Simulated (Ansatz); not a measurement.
One change: `F[CH2][GaH][F]` becomes `FBCF`.

Ansatz, PBE0-D4/def2-TZVP geometries, multiplicity 1. Each molecule was computed in one conformer, which needn't be the lowest.

Scalar relativity is left out up to krypton.

```csv
property,`F[CH2][GaH][F]`
HOMO–LUMO gap (B3LYP/def2-TZVPP) / eV,6.35
HOMO energy (PBE/def2-TZVPP) / eV,-6.86
size of the dipole moment (B3LYP/def2-TZVPP) / D,0.81
HOMO energy (PBE0/def2-TZVPP) / eV,-8.29
zero-point energy (PBE0-D4/def2-TZVP) / kJ/mol,99.3
LUMO energy (ωB97M-V/def2-TZVPP) / eV,0.26
```

**Question.** What does the change do to each property? (Best estimate.)

**Answer.** Ansatz gave: 
```csv
property,`FBCF`,shift
HOMO–LUMO gap (B3LYP/def2-TZVPP) / eV,7.63,1.28
HOMO energy (PBE/def2-TZVPP) / eV,-7.30,-0.44
size of the dipole moment (B3LYP/def2-TZVPP) / D,2.21,1.40
HOMO energy (PBE0/def2-TZVPP) / eV,-8.96,-0.67
zero-point energy (PBE0-D4/def2-TZVP) / kJ/mol,117.8,18.5
LUMO energy (ωB97M-V/def2-TZVPP) / eV,1.14,0.88
```

With PBE0 the HOMO falls by 0.67 eV and the LUMO rises by 0.57 eV, so the gap widens by about 1.24 eV. PBE moves the HOMO by -0.44 eV and ωB97M-V by -0.80 eV. Dipoles are sizes alone; their direction can turn.

B3LYP here is the variant with VWN-RPA as its local correlation; programs differ in this.
